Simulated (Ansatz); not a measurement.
Reaction (ligand exchange at a Zn–N bond): `[CH3][Zn][N](C)C` + `F[Si](F)(F)S` → `[CH3][Zn][S][Si](F)(F)F` + `CNC`

Calculated with Ansatz (gas phase, PBE0-D4/def2-TZVP geometries, no zero-point term in ΔE). CCSD(T)/CBS adds triple-zeta CCSD(T) − MP2 to the extrapolated MP2 energy (def2 sets, frozen cores). DFT in def2-TZVPP. For Zn outer-core shells are correlated without core-valence functions, which leaves a few kJ/mol of doubt a bond. Scalar relativity is left out up to krypton. Each species was taken in one conformer, which may not be the lowest.

| species | BHLYP energy (Eh) |
| --- | --- |
| `[CH3][Zn][N](C)C` | -1953.77910 |
| `F[Si](F)(F)S` | -988.11662 |
| `[CH3][Zn][S][Si](F)(F)F` | -2806.81464 |
| `CNC` | -135.12884 |

(1) Work out ΔE.

Largest T1 diagnostic among the species: 0.014.

Answers

(1) ΔE = (-2806.81464) + (-135.12884) − (-1953.77910) − (-988.11662) = -0.04776 Eh = -125.4 kJ/mol. CCSD(T)/CBS gives -119.2 kJ/mol.

Leaving LDA and LC-ωPBE aside and taking each functional with its dispersion term where it has one, the values, not all of them listed here, spread over 20.9 kJ/mol, from BHLYP-D4 to BLYP-D4. LDA lies +8.3 kJ/mol from PBE without D4. From PBE to PBE0 (25 % exact exchange), in def2-TZVPP and without D4, ΔE moves by −9.6 kJ/mol. In def2-TZVPP, CCSD(T) changes the Hartree–Fock value by +26.7 kJ/mol (the triples alone add +2.6 kJ/mol) and MP2 by +28.2 kJ/mol.
